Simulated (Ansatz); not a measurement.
Ansatz (an electronic-structure program) input (BHLYP/def2-TZVPD):

Ansatz 0.2 input:
```yaml
crystal:
  periodic: [false, false, false]
  atoms:
    - {symbol: C, position_ang: [1.38536559, -0.65444051, 0.01341653]}
    - {symbol: B, position_ang: [-0.00097098, 0.01475141, 0.00545482]}
    - {symbol: O, position_ang: [-1.14504288, -0.60418661, -0.44886990]}
    - {symbol: O, position_ang: [-0.11809732, 1.29586703, 0.47294815]}
    - {symbol: H, position_ang: [2.26439657, -0.13723860, 0.37841339]}
    - {symbol: H, position_ang: [1.56487269, -1.66448839, -0.33857532]}
    - {symbol: H, position_ang: [-1.00751514, -1.50063881, -0.76542125]}
    - {symbol: H, position_ang: [-1.02397110, 1.62180845, 0.42518392]}
basis:
  gaussian:
    orbitals: def2-TZVPD
hamiltonian:
  xc: {name: BHLYP}
magnetization: {spin_polarized: true, initial_magnetization: 1}
output: {forces: true}
```

Output:

```
Functional definition: BHLYP
integrals: 0.08 GiB planned
1054 factors; their error is unknown
0.32 GiB of the device are held for the grids
1.00 GiB of device memory are held for the factors and their scratch space
mean field: 0.96 GiB planned
mean field evaluation 1: about -5867.3170 eV, gradient 4.4e1 eV
mean field evaluation 2: about -5866.7875 eV, gradient 4.6e1 eV
mean field evaluation 4: about -5873.7508 eV, gradient 1.2e0 eV
mean field evaluation 8: about -5873.7879 eV, gradient 2.9e-1 eV
mean field evaluation 16: about -5873.7882 eV, gradient 3.6e-5 eV
mean field -5873.78815845 eV, -215.8577334265 hartree, gradient 9.2e-6 eV, S^2 0.754220; 0 other end points of the search recorded, 0 dependent functions left out
the calculation of the forces begins
reference -5873.78833748 eV, -215.8577400058 hartree; 16, 15 occupied and 174, 175 virtual orbitals, 1054 factors
Total energy: -5873.78833748 eV, -215.8577400058 hartree
Atom 0 at     1.385366    -0.654441     0.013417 Å, force     0.156511    -0.082577    -0.001788 eV/Å
Atom 1 at    -0.000971     0.014751     0.005455 Å, force    -0.317094     0.207957     0.019165 eV/Å
Atom 2 at    -1.145043    -0.604187    -0.448870 Å, force     0.532805    -0.315007    -0.019045 eV/Å
Atom 3 at    -0.118097     1.295867     0.472948 Å, force    -0.550539    -0.293233    -0.216864 eV/Å
Atom 4 at     2.264397    -0.137239     0.378413 Å, force    -0.229536    -0.122615    -0.090554 eV/Å
Atom 5 at     1.564873    -1.664488    -0.338575 Å, force    -0.053621     0.249555     0.085204 eV/Å
Atom 6 at    -1.007515    -1.500639    -0.765421 Å, force    -0.099737     0.547418     0.190304 eV/Å
Atom 7 at    -1.023971     1.621808     0.425184 Å, force     0.561211    -0.191499     0.033578 eV/Å
Dipole moment:    -0.017312    -0.305021    -0.119906 e Å
```

It need not be the lowest isomer of its formula.
